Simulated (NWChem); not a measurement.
System: C$_{3}$H$_{7}$NSi; SMILES C#CC[SiH2]N

The following NWChem deck was run.

```
start job
memory heap 200 mb stack 900 mb global 1100 mb
geometry units angstroms noautosym nocenter noautoz
  C      0.637061    -2.477260     0.220903
  C     -0.141129    -1.610424    -0.105448
  C     -1.024369    -0.508350    -0.466222
  Si    -0.374045     1.130821     0.258824
  N      1.254992     1.332308    -0.298665
  H      1.292603    -3.271793     0.494639
  H     -2.042613    -0.689199    -0.095265
  H     -1.090663    -0.409002    -1.557608
  H     -1.172383     2.277082    -0.256971
  H     -0.577287     1.065760     1.738628
  H      1.714611     2.228398    -0.189496
  H      1.905400     0.572284    -0.129532
end
basis spherical
  * library 6-31g*
end
dft
  xc hfexch
  iterations 150
end
property
  shielding
end
task dft property
```

Excerpt of the output:

```
             Northwest Computational Chemistry Package (NWChem) 7.3.0
             --------------------------------------------------------

                             Geometry "geometry" -> ""
                             -------------------------

 Output coordinates in angstroms (scale by  1.889725989 to convert to a.u.)

  No.       Tag          Charge          X              Y              Z
 ---- ---------------- ---------- -------------- -------------- --------------
    1 C                    6.0000     0.63706100    -2.47726000     0.22090300
    2 C                    6.0000    -0.14112900    -1.61042400    -0.10544800
    3 C                    6.0000    -1.02436900    -0.50835000    -0.46622200
    4 Si                  14.0000    -0.37404500     1.13082100     0.25882400
    5 N                    7.0000     1.25499200     1.33230800    -0.29866500
    6 H                    1.0000     1.29260300    -3.27179300     0.49463900
    7 H                    1.0000    -2.04261300    -0.68919900    -0.09526500
    8 H                    1.0000    -1.09066300    -0.40900200    -1.55760800
    9 H                    1.0000    -1.17238300     2.27708200    -0.25697100
   10 H                    1.0000    -0.57728700     1.06576000     1.73862800
   11 H                    1.0000     1.71461100     2.22839800    -0.18949600
   12 H                    1.0000     1.90540000     0.57228400    -0.12953200

 Effective nuclear repulsion energy (a.u.)     203.8525056131

  xc_inp: hfexch multiplicative factor not found.
                              NWChem Property Module
                              ----------------------

  itol2e modified to match energy
  convergence criterion.

                                 NWChem DFT Module
                                 -----------------

 Summary of "ao basis" -> "ao basis" (spherical)
 ------------------------------------------------------------------------------
       Tag                 Description            Shells   Functions and Types
 ---------------- ------------------------------  ------  ---------------------
 C                           6-31g*                  6       14   3s2p1d
 Si                          6-31g*                  8       18   4s3p1d
 N                           6-31g*                  6       14   3s2p1d
 H                           6-31g*                  2        2   2s

  itol2e modified to match energy
  convergence criterion.

            General Information
            -------------------
          SCF calculation type: DFT
          Wavefunction type:  closed shell.
          No. of atoms     :    12
          No. of electrons :    46
           Alpha electrons :    23
            Beta electrons :    23
          Charge           :     0
          Spin multiplicity:     1
          Use of symmetry is: off; symmetry adaption is: off
          Maximum number of iterations: 150
          AO basis - number of functions:    88
                     number of shells:    46
          Convergence on energy requested:  1.00D-07
          Convergence on density requested:  1.00D-05
          Convergence on gradient requested:  5.00D-04

              XC Information
              --------------
                     Hartree-Fock (Exact) Exchange  1.000

      Superposition of Atomic Density Guess
      -------------------------------------

 Sum of atomic energies:        -459.57943599

      Non-variational initial energy
      ------------------------------

 Total energy =    -462.210010
 1-e energy   =   -1033.736988
 2-e energy   =     367.674472
 HOMO         =      -0.290338
 LUMO         =       0.059982

[...]

          -----------------------------------------
          Chemical Shielding Tensors (GIAO, in ppm)
          -----------------------------------------

                                NWChem CPHF Module
                                ------------------

  scftype          =     RHF
  nclosed          =       23
  nopen            =        0
  variables        =     1495
  # of vectors     =        3
  tolerance        = 0.10D-03
  level shift      = 0.00D+00
  max iterations   =       50
  max subspace     =       30

 SCF residual:    1.4196675289168239E-004

Iterative solution of linear equations
  No. of variables     1495
  No. of equations        3
  Maximum subspace       30
        Iterations       50
       Convergence  1.0D-04

   iter   nsub   residual    time
   ----  ------  --------  ---------
     1      3    9.01D-01      19.7
     2      6    1.53D-01      20.9
     3      9    2.65D-02      22.0
     4     12    6.54D-03      23.2
     5     15    1.95D-03      24.4
     6     18    4.17D-04      25.6
     7     21    8.26D-05      26.8

      Atom:    1  C
        Diamagnetic
    278.5225     -1.3577      0.3519
     -1.3577    282.3120     -0.6426
      0.3519     -0.6426    278.1046

        Paramagnetic
   -135.9485    -86.1042     29.6925
    -86.1042   -110.1910    -38.8024
     29.6925    -38.8024   -194.1526

        Total Shielding Tensor
    142.5740    -87.4618     30.0443
    -87.4618    172.1210    -39.4451
     30.0443    -39.4451     83.9521

           isotropic =     132.8823
          anisotropy =     190.6491

          Principal Components and Axis System
                 1           2           3
              259.9817     71.8522     66.8131

      1        -0.6187     -0.6012      0.5057
      2         0.7375     -0.2225      0.6377
      3        -0.2709      0.7675      0.5811

      Atom:    2  C
        Diamagnetic
    258.7549    -19.1100      7.6257
    -19.1100    268.6589     -7.5815
      7.6257     -7.5815    244.3388

        Paramagnetic
   -116.1780    -98.9366     37.8233
    -98.9366    -90.6039    -40.5464
     37.8233    -40.5464   -187.2200

        Total Shielding Tensor
    142.5769   -118.0466     45.4490
   -118.0466    178.0550    -48.1279
     45.4490    -48.1279     57.1188

           isotropic =     125.9169
          anisotropy =     257.9063

          Principal Components and Axis System
                 1           2           3
              297.8544     43.0443     36.8520

      1        -0.6315      0.5135     -0.5809
      2         0.7287      0.6491     -0.2184
      3        -0.2649      0.5613      0.7841

      Atom:    3  C
        Diamagnetic
    253.2166     -4.1208      4.0288
     -4.1208    257.1439     -0.7399
      4.0288     -0.7399    245.8118

        Paramagnetic
    -50.9581      0.6965     -5.7608
      0.6965    -59.0882      0.0707
     -5.7608      0.0707    -52.2693

        Total Shielding Tensor
    202.2585     -3.4242     -1.7320
     -3.4242    198.0557     -0.6692
     -1.7320     -0.6692    193.5425

           isotropic =     197.9522
          anisotropy =       9.5339

          Principal Components and Axis System
                 1           2           3
              204.3082    196.7427    192.8058

      1         0.8766      0.3951      0.2748
      2        -0.4681      0.8327      0.2959
      3        -0.1119     -0.3880      0.9149

      Atom:    4  Si
        Diamagnetic
    880.6768      1.6694     -1.1110
      1.6694    881.7373      1.5712
     -1.1110      1.5712    874.9395

        Paramagnetic
   -386.8203     13.8769     -0.4853
     13.8769   -421.9166      5.7628
     -0.4853      5.7628   -417.5595

        Total Shielding Tensor
    493.8566     15.5463     -1.5963
     15.5463    459.8207      7.3341
     -1.5963      7.3341    457.3800

           isotropic =     470.3524
          anisotropy =      44.3533

          Principal Components and Axis System
                 1           2           3
              499.9213    463.1908    447.9452

      1         0.9303     -0.2472     -0.2711
      2         0.3658      0.5681      0.7372
      3         0.0282      0.7850     -0.6189

      Atom:    5  N
        Diamagnetic
    335.1093      3.2501     -5.9529
      3.2501    326.3232     -1.2898
     -5.9529     -1.2898    309.1692

        Paramagnetic
    -68.8488     -1.2188      6.4005
     -1.2188    -31.4873      4.3348
      6.4005      4.3348    -61.4939

        Total Shielding Tensor
    266.2605      2.0313      0.4477
      2.0313    294.8359      3.0450
      0.4477      3.0450    247.6753

           isotropic =     269.5906
          anisotropy =      38.3809

          Principal Components and Axis System
                 1           2           3
              295.1779    266.1197    247.4742

      1         0.0709      0.9973     -0.0169
      2         0.9954     -0.0719     -0.0634
      3         0.0645      0.0123      0.9978

      Atom:    6  H
        Diamagnetic
     30.1357     -8.4196      2.8261
     -8.4196     34.7149     -3.5652
      2.8261     -3.5652     24.5963

        Paramagnetic
      0.7347      1.8120     -0.5505
      1.8120     -0.2748      0.6211
     -0.5505      0.6211      1.8799

        Total Shielding Tensor
     30.8704     -6.6075      2.2755
     -6.6075     34.4400     -2.9441
      2.2755     -2.9441     26.4762

           isotropic =      30.5955
          anisotropy =      14.8382

          Principal Components and Axis System
                 1           2           3
               40.4877     25.8117     25.4872

      1        -0.5878      0.7850     -0.1957
      2         0.7672      0.6176      0.1730
      3        -0.2567      0.0484      0.9653

      Atom:    7  H
        Diamagnetic
     40.2186      2.2797     -3.6089
      2.2797     26.2801     -0.5282
     -3.6089     -0.5282     23.5851

[...]
```

Level: Hartree-Fock/6-31G* (spherical d), GIAO. Geometry: optimised at B3LYP/6-31G* (spherical d). The printed shielding anisotropy is the first printed principal value minus the mean of the other two.
